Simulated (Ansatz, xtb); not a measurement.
**Relative energy of two structures of CH3AuSSi**

We compare X, `[Au][Si@H]1CS1`, a singlet, with Y, a singlet given by its coordinates. Both are isolated molecules in the gas phase, relaxed with PBE0-D3(BJ)/def2-SVP.

X (Å):

```xyz
7

C     1.2986   -1.9201   -0.2023
Au   -1.9478   -1.7403    1.3638
S     0.2418   -2.0044   -1.7409
Si   -0.2732   -0.9594    0.0160
H    -0.1892    0.5250   -0.0463
H     1.4137   -2.8863    0.3024
H     2.2494   -1.3937   -0.3517
```

Y (Å):

```xyz
7

C    -0.2733   -0.0271    1.2185
Au    1.0612    1.2724    0.3123
S     3.7911    3.9169   -1.5364
Si    2.5467    2.7130   -0.6941
H     0.0270   -0.2121    2.2614
H    -0.2934   -0.9867    0.6792
H    -1.2858    0.4052    1.2119
```

Close contacts (Å): C1–Au2 2.07, Au2–Si4 2.30, S3–Si4 1.93, C1–H5 1.10, C1–H6 1.10, C1–H7 1.10.

Quicker runs give these differences E(Y) − E(X): GFN2-xTB +8.5 kJ/mol; r2SCAN-D4/def2-SVP −29.1 kJ/mol (at GFN2-xTB geometries).

Question: Estimate E(Y) − E(X) at the level CCSD(T)/def2-TZVP.

Answer: Calculated at CCSD(T)/def2-TZVP: E(Y) − E(X) = −40.5 kJ/mol, so structure Y lies lower.

Level by level:

```tsv
level	geometry	E(Y) − E(X) (kJ/mol)	departure from the last row (kJ/mol)	job, with rough time for the two
GFN2-xTB	GFN2-xTB	+8.5	+49.0	optimisation, 0.34 s
r2SCAN-D4/def2-SVP	GFN2-xTB	−29.1	+11.4	single point, 4 s
PBE0-D3(BJ)/def2-SVP	PBE0-D3(BJ)/def2-SVP	−16.5	+24.0	optimisation, 44 s
HF/def2-TZVP	PBE0-D3(BJ)/def2-SVP	−1.9	+38.6	part of the CCSD(T) run
MP2/def2-TZVP	PBE0-D3(BJ)/def2-SVP	−54.1	−13.6	part of the CCSD(T) run
CCSD(T)/def2-TZVP	PBE0-D3(BJ)/def2-SVP	−40.5		single point, 2.5 min
```

GFN2-xTB puts the two in the other order. HF/def2-TZVP finds them nearly level. The largest departure from CCSD(T)/def2-TZVP is that of GFN2-xTB, 49.0 kJ/mol.

With harmonic frequencies from PBE0-D3(BJ)/def2-SVP (ideal gas, rigid rotor, one conformer each, 298.15 K, 1 atm): on the last row, ΔE + ΔZPE = −38.9 kJ/mol. A mode under 50 cm⁻¹ makes harmonic enthalpies and free energies unreliable, so none is given.

The T1 diagnostic of structure X is large, so the coupled-cluster value is less sure. The correlated steps freeze 11 core orbitals; the last core shell of Au is correlated, in a basis made for valence electrons. Atoms past krypton carry core potentials in the def2 sets and no spin–orbit term is included. Run with Ansatz 0.2.0, xtb 6.7.1; the last row on 2 threads of Arm Neoverse V1 on a shared host.
